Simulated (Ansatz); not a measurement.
Wavefunction ladder for H4OSiSn (`[O]1[SiH2][SnH2]1`)

Z-matrix (Å, degrees):
```
Si
Sn 1 2.454
O 1 1.618 2 59.1
H 1 1.486 2 120.7 3 107.4
H 1 1.486 2 120.7 3 -107.4
H 2 1.709 1 122.4 3 74.0
H 2 1.709 1 122.4 3 -74.0
```

The species carries charge 0 and has multiplicity 1. Correlated methods include outer-core shells of Sn, which these sets cover unevenly. Sn: def2 effective core potential. Geometry: relaxed with PBE0-D4/def2-TZVP. Frozen core, restricted reference, Ansatz.

```csv
basis,HF (Eh),MP2 corr.,CCSD corr.,(T),CCSD(T) total
def2-SVP,-579.28687,-0.39865,-0.43186,-0.01393,-579.73266
def2-TZVPP,-579.50713,-0.69120,-0.70678,-0.02624,-580.24015
def2-QZVPP,-579.52250,-0.93253,–,–,–
```
